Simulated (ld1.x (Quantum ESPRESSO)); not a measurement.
# Configuration tests for Ag (TM)

* Element: silver (Ag)
* Generator: ld1.x (Quantum ESPRESSO) 7.5
* Type: norm-conserving Troullier–Martins (Kleinman–Bylander form)
* Functional: PBE
* Relativity: fully relativistic
* Frozen core: [Ar] 3d10 4s2
* Valence charge: 17
* Reference configuration: 4p6 4d10 5s1 5p0
* Partial waves: 5s (bound): rc 2.35 bohr; 4d (bound): rc 1.35 bohr; 4p (bound): rc 1.00 bohr
* Local potential: the p channel
* Core correction: none

Open shells are filled in proportion to 2j + 1 (rel_dist='average').

Energies are relative to the spin-unpolarised reference configuration 4p6 4d10 5s1 5p0; without spin polarisation the order of configurations can differ from experiment. The p channel is local and has no spin–orbit splitting in the pseudo-atom.

(1) Give the all-electron excitation energy and the error of the potential for: 4p6 4d10 5s0 5p0; 4p6 4d9 5s0 5p0; 4p6 4d8 5s0 5p0; 4p6 4d9 5s1 5p0; 4p6 4d9 5s2 5p0; 4p6 4d7 5s0 5p0; 4p6 4d10 5s0.5 5p0.

Levels in the configuration 4p6 4d10 5s0.5 5p0:

| level | all-electron (eV) | pseudo (eV) |
| --- | --- | --- |
| 4p j=1/2 | -65.984 | -62.520 |
| 4p j=3/2 | -60.905 | -62.520 |
| 4d j=3/2 | -11.708 | -11.700 |
| 4d j=5/2 | -11.147 | -11.140 |
| 5s j=1/2 | -7.716 | -7.723 |

Note: ghost states, extra bound levels that the all-electron valence spectrum of the same l lacks: p1/2 at -58.6 eV, s at -26.5 eV. A true bound ghost makes a file unfit for plane-wave use. The potential misses its own reference levels by up to 3.4 eV, so it is not fit for use.

Answers

(1)

```json
{"valence configuration": "4p6 4d10 5s0 5p0", "charge": "+1", "ΔE all-electron (eV)": "7.759", "error AE − PS (meV)": "-7.5"}
{"valence configuration": "4p6 4d9 5s0 5p0", "charge": "+2", "ΔE all-electron (eV)": "29.874", "error AE − PS (meV)": "+18"}
{"valence configuration": "4p6 4d8 5s0 5p0", "charge": "+3", "ΔE all-electron (eV)": "66.065", "error AE − PS (meV)": "+55"}
{"valence configuration": "4p6 4d9 5s1 5p0", "charge": "+1", "ΔE all-electron (eV)": "13.154", "error AE − PS (meV)": "-19"}
{"valence configuration": "4p6 4d9 5s2 5p0", "charge": "0", "ΔE all-electron (eV)": "4.078", "error AE − PS (meV)": "-45"}
{"valence configuration": "4p6 4d7 5s0 5p0", "charge": "+4", "ΔE all-electron (eV)": "117.775", "error AE − PS (meV)": "+97"}
{"valence configuration": "4p6 4d10 5s0.5 5p0", "charge": "+0.5", "ΔE all-electron (eV)": "3.018", "error AE − PS (meV)": "-1.6"}
```

These tests converged, but a pseudo level misses the all-electron one widely, so the file describes the atom poorly there or has found another state: 4p6 4d8 5s0 5p0: empty 5s by 3.2 eV (a node warning on the way). ld1.x printed “convergence not achieved” for 3 of the counted tests; their residual had stalled under 1e-8, short of the target of 1e-14.
